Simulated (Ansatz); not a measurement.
```yaml
crystal:
  periodic: [false, false, false]
  atoms:
    - {symbol: C, position_ang: [4.225864, 0.491948, 0.036859]}
    - {symbol: C, position_ang: [3.010722, -0.432425, 0.103580]}
    - {symbol: C, position_ang: [1.676710, 0.325831, 0.030980]}
    - {symbol: C, position_ang: [0.514825, -0.645470, 0.162039]}
    - {symbol: N, position_ang: [-0.867757, -0.035603, 0.029611]}
    - {symbol: C, position_ang: [-1.063530, 1.050165, 1.054888]}
    - {symbol: C, position_ang: [-1.915861, -1.123421, 0.242330]}
    - {symbol: C, position_ang: [-3.196908, -0.547217, -0.359943]}
    - {symbol: C, position_ang: [-2.725717, 0.472502, -1.438506]}
    - {symbol: C, position_ang: [-1.190753, 0.463883, -1.358089]}
    - {symbol: H, position_ang: [4.240180, 1.080261, -0.906026]}
    - {symbol: H, position_ang: [5.173324, -0.081901, 0.087238]}
    - {symbol: H, position_ang: [4.228581, 1.214840, 0.880111]}
    - {symbol: H, position_ang: [3.056984, -1.177800, -0.722655]}
    - {symbol: H, position_ang: [3.030923, -1.020512, 1.047464]}
    - {symbol: H, position_ang: [1.630800, 0.904073, -0.920841]}
    - {symbol: H, position_ang: [1.649777, 1.062030, 0.862203]}
    - {symbol: H, position_ang: [0.501364, -1.122966, 1.179366]}
    - {symbol: H, position_ang: [0.565253, -1.435668, -0.615610]}
    - {symbol: H, position_ang: [-0.864920, 0.579232, 2.054663]}
    - {symbol: H, position_ang: [-2.103385, 1.415398, 0.996431]}
    - {symbol: H, position_ang: [-0.366758, 1.876922, 0.833947]}
    - {symbol: H, position_ang: [-1.552979, -2.000012, -0.329380]}
    - {symbol: H, position_ang: [-1.898132, -1.380987, 1.332623]}
    - {symbol: H, position_ang: [-3.815129, -0.051375, 0.413886]}
    - {symbol: H, position_ang: [-3.817783, -1.356701, -0.787953]}
    - {symbol: H, position_ang: [-3.053686, 0.195357, -2.458607]}
    - {symbol: H, position_ang: [-3.130294, 1.483912, -1.239313]}
    - {symbol: H, position_ang: [-0.711233, 1.446451, -1.520988]}
    - {symbol: H, position_ang: [-0.746662, -0.266552, -2.062810]}
    - {symbol: Br, position_ang: [-0.483818, -1.384193, 3.372503]}
basis:
  gaussian: {orbitals: def2-TZVP}
magnetization: {spin_polarized: true, initial_magnetization: 2}
hamiltonian: {xc: pbe0, dispersion: d4}
scf: {omitted_lower_state_checks: [starts]}
output: {orbitals: {seedname: orbitals}}
```

```sh
$ ansatz run in.yaml --threads 4 --pin off --events-out ev --progress --plain --max-ram 6963MiB
```

Task: Does this run fit into the memory that it is given?

Result: No. It has 478 basis functions, and Ansatz plans for 8 GiB where 7 GiB are given.
